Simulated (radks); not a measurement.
Neutral tellurium inside a hard spherical wall (all orbitals vanish at R), configuration held at [Kr] 4d10 5s2 5p4 and not refilled when levels cross. Calculated with a radial shooting solver on a logarithmic mesh with Libxc functionals: scalar-relativistic Kohn-Sham, r2SCAN, spin-polarised, spherical densities, finite nucleus; open shells are filled with parallel spins first (spin-orbit coupling, left out, can overturn this in heavy ions); meta-GGA in the generalised Kohn-Sham scheme; Fermi nuclear charge, rms radius 4.7423 fm. Eigenvalues in eV for spin up, with the zero of energy where the potential of the charges vanishes at infinity; a dash marks a level that is unbound or too diffuse for the functional's potential to be trusted. A positive occupied level is held by the wall or, in an anion where self-interaction has pushed it up, behind a barrier. The pressure on the wall is -dE/dV.

| R (bohr) | E (hartree) | kinetic (hartree) | e(4p) | e(4d) | e(5s) | e(5p) | e(6s, empty) | e(5d, empty) | pressure (GPa) |
|---|---|---|---|---|---|---|---|---|---|
| free | -6795.21333 | 7119.622 | -117.37 | -42.667 | -16.309 | -6.837 | - | - | 0 |
| 15 | -6795.21333 | 7119.622 | -117.37 | -42.667 | -16.309 | -6.837 | 0.123 | 1.480 | < 0.0001 |
| 10 | -6795.21320 | 7119.623 | -117.36 | -42.655 | -16.299 | -6.827 | 0.811 | 2.326 | 0.00398 |
| 8 | -6795.21144 | 7119.640 | -117.26 | -42.552 | -16.216 | -6.746 | 1.992 | 3.081 | 0.0940 |
| 6 | -6795.18408 | 7119.835 | -116.38 | -41.695 | -15.570 | -6.044 | 6.339 | 5.292 | 2.66 |
| 5 | -6795.09360 | 7120.358 | -114.65 | -40.005 | -14.314 | -4.533 | 13.146 | 8.529 | 16.1 |
| 3.5 | -6794.09074 | 7124.746 | -105.83 | -31.562 | -6.614 | 5.402 | 49.331 | 25.426 | 342 |
| 3 | -6792.67027 | 7130.155 | -98.746 | -24.866 | 1.655 | 15.947 | 83.143 | 41.346 | 1130 |
| 2.5 | -6788.96211 | 7143.532 | -86.140 | -12.808 | 20.474 | 39.111 | 149.85 | 73.233 | 4510 |
| 2 | -6777.53674 | 7182.796 | -60.249 | 13.451 | 71.623 | 98.807 | 299.24 | 146.30 | 23600 |
| 1.5 | -6732.81729 | 7322.256 | 6.421 | 86.913 | 243.93 | 286.04 | 701.74 | 348.48 | 183000 |
